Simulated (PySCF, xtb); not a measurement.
AlI₃, SMILES [I][Al]([I])[I].

GFN2-xTB (xtb) at its own geometry gives an orbital gap of 4.00 eV and a dipole moment of 0.00 D.

Geometry optimised at B3LYP-D3(BJ)/def2-SVP. The isomer is the one that the SMILES or the coordinates give; other isomers of the formula were not compared. The def2 effective core potentials stand for the cores of I; spin–orbit coupling is left out.

What does B3LYP/def2-TZVP run with PySCF give? (The exact figures need the calculation; the answer reports its results.)

gap 5.24 eV (levels -7.47 and -2.23 eV), dipole 0.00 D.
